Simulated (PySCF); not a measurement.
Job file and geometry (Å, from GFN2-xTB) of an NMR shielding run on SMILES C[S+](C)[BH2-]CCl, C₃H₁₀BClS, GIAO PBE0/pcSseg-1 NMR shielding, non-relativistic, gas phase (PySCF 2.14.0, density-fitted response routines); density fitting, a coarse starting grid and PySCF grid level 2 are the driver's defaults:

```
$ OMP_NUM_THREADS=1 python probes_run.py task.json out

{"job": {"kind": "nmr", "xc": "PBE0", "basis": "pcSseg-1"}, "charge": 0, "multiplicity": 1}
C     -0.800765     1.561853     0.386048
S     -0.481243    -0.168616     0.835668
C     -1.983645    -0.907051     0.124652
B      0.845921    -0.731788    -0.539586
C      2.312626    -0.294032    -0.014707
Cl     2.571818     1.481840     0.100583
H     -0.975285     1.629529    -0.682927
H      0.088312     2.127985     0.646456
H     -1.657812     1.921543     0.946783
H     -2.854365    -0.477228     0.610069
H     -1.941549    -1.974317     0.314675
H     -2.004452    -0.724891    -0.945174
H      0.492643    -0.199731    -1.537577
H      0.749347    -1.914519    -0.542305
H      2.542752    -0.674853     0.981462
H      3.088098    -0.646780    -0.695531
```

Task: What does the program print?

Result: 
```
coarse grid: 13792 points
cycle   1  E = -1002.9605654628  dE =  3.372e-01  |g| = 3.821e-01  |ddm| = 3.362e+00
cycle   2  E = -1002.9685202067  dE = -7.955e-03  |g| = 3.638e-01  |ddm| = 8.677e-01
cycle   3  E = -1003.0056149159  dE = -3.709e-02  |g| = 4.898e-02  |ddm| = 4.227e-01
cycle   4  E = -1003.0061467778  dE = -5.319e-04  |g| = 2.008e-02  |ddm| = 7.344e-02
cycle   5  E = -1003.0062329428  dE = -8.617e-05  |g| = 5.398e-03  |ddm| = 2.221e-02
cycle   6  E = -1003.0062397540  dE = -6.811e-06  |g| = 1.423e-03  |ddm| = 6.358e-03
final grid: 122048 points
cycle   7  E = -1003.0424198547  dE = -3.878e-05  |g| = 9.495e-03  |ddm| = 2.869e-02
cycle   8  E = -1003.0424116264  dE =  8.228e-06  |g| = 1.102e-02  |ddm| = 1.611e-02
cycle   9  E = -1003.0424414756  dE = -2.985e-05  |g| = 8.278e-04  |ddm| = 9.179e-03
cycle  10  E = -1003.0424416305  dE = -1.549e-07  |g| = 1.318e-04  |ddm| = 1.030e-03
cycle  11  E = -1003.0424416344  dE = -3.954e-09  |g| = 5.166e-05  |ddm| = 1.873e-04
cycle  12  E = -1003.0424416351  dE = -6.748e-10  |g| = 1.255e-05  |ddm| = 6.192e-05
converged SCF energy = -1003.0424416351

GIAO shielding tensors (ppm)
atom      isotropic    diamagn.    paramagn.     s11        s22        s33       span
  0 C      152.894     252.794     -99.900    135.700    140.229    182.752     47.052
  1 S      526.141    1057.770    -531.629    431.751    496.344    650.327    218.576
  2 C      156.214     252.392     -96.178    137.965    143.317    187.360     49.395
  3 B      112.261     187.530     -75.270     94.118    110.702    131.962     37.844
  4 C      142.248     248.522    -106.275    109.741    137.147    179.854     70.112
  5 Cl     899.054    1147.489    -248.435    783.238    842.592   1071.334    288.096
  6 H       29.841      30.964      -1.123     26.757     27.323     35.443      8.686
  7 H       27.886      29.765      -1.879     20.858     28.195     34.605     13.747
  8 H       29.623      30.030      -0.407     24.547     26.824     37.498     12.951
  9 H       29.797      29.622       0.175     24.712     26.953     37.727     13.015
 10 H       29.511      29.835      -0.324     24.641     26.309     37.585     12.944
 11 H       29.645      30.653      -1.008     25.177     28.109     35.649     10.472
 12 H       29.578      30.513      -0.935     25.417     29.973     33.343      7.926
 13 H       29.278      31.119      -1.841     25.290     29.666     32.879      7.589
 14 H       28.476      30.268      -1.792     23.196     27.614     34.617     11.421
 15 H       28.279      29.178      -0.898     21.807     27.617     35.415     13.608
```

Size and cost of the density-fitted run: 166 basis functions, 35 s wall time on 1 thread of an Arm Neoverse N1, shared host; peak memory 0.76 GiB.
